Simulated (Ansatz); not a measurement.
Ansatz results at the PBE0-D4/def2-TZVP geometry: ideal-gas entropy at 298 K and 1 bar (rigid rotor, harmonic PBE0-D4/def2-TZVP) 302 J/(mol·K); HOMO energy (PBE0/def2-TZVPP) -6.98 eV; HOMO–LUMO gap (PBE0/def2-TZVPP) 6.20 eV.

Task: Which molecule gave them?
A. `IC1=CC1`
B. `C#C[O][SbH2]`
C. `NC1NC[SiH2]1`
D. `[Cl][GeH2][SiH2]Br`

Result: A. The others give `NC1NC[SiH2]1`: 321, -6.02, 6.20; `[Cl][GeH2][SiH2]Br`: 382, -8.03, 6.96; `C#C[O][SbH2]`: 324, -6.82, 4.84.
